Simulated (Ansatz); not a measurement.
Molecule: sum formula CoHSF, net charge 0, quartet state. The spin state was set by rule; other spins were not relaxed. 
Geometry from a B3LYP-D3(BJ)/def2-TZVP (Ansatz, an electronic-structure program) optimisation:
SMILES: [F][Co][SH]
```xyz
4

Co    -0.1808     0.2274    -0.2831
F     -0.5053     1.1470    -1.7595
S      0.5719    -0.8967     1.4104
H      0.2778    -2.1148     0.9130
```
Charge 0, spin multiplicity 4.

Basis-set convergence of Hartree-Fock and CCSD(T) correlation energies (hartree) with Ansatz. Correlated levels leave the core frozen unless marked. UHF or UKS for open shells. Spin-orbit coupling is left out. Frozen are the shells of the preceding noble gas and the d and f shells that filled before the atom's block. Non-relativistic.

| basis | functions | E(HF) | E(corr, CCSD(T)) |
|---|---|---|---|
| def2-SVPD | 92 | -1878.66690 | -0.54584 |
| def2-TZVPPD | 175 | ___ | ___ |

**Question.** Complete the blanks.

**Answer.** 
- def2-TZVPPD, E(HF): -1879.10185
- def2-TZVPPD, E(corr, CCSD(T)): -0.74060
